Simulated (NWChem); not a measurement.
System: CH2ClF; SMILES ClCF

Program: NWChem. All runs use the structure optimised with PBE0/def2-SVP. Ions are spin-unrestricted doublets at the neutral geometry. Hybrids' shares of exact exchange are those that their runs print; pure functionals count as 0. The functionals differ in more than this share.

```
row                                   share of exact exchange  ΔSCF ionisation energy minus −ε(HOMO) (eV)
------------------------------------  -----------------------  ------------------------------------------
PBE/def2-SVP                                             0.00                                        4.06
LDA (Slater exchange, VWN5)/def2-SVP                     0.00                                        4.11
B3LYP/def2-SVP                                           0.20                                        3.21
PBE0/def2-SVP                                            0.25                                        2.93
M06-2X/def2-SVP                                          0.54                                    withheld
```

Q: Fit a straight line of the last column on the one before it, predict the withheld value, and compare with the run.

A: 
1. Means of the 4 shown rows: x = 0.113, y = 3.577. Slope Σ(x − x̄)(y − ȳ)/Σ(x − x̄)² = -0.2354/0.05188 = -4.537; intercept 4.088.
2. The shown rows scatter about the line by 0.026 (root mean square); the largest residual is +0.03, at B3LYP/def2-SVP.
3. At x = 0.54 (M06-2X/def2-SVP; beyond the shown range) the line gives 1.64.
4. The run gives 1.77, +0.13 from the line, 5.0 times the scatter. The line crosses zero at a share of 0.90, outside the shown range.
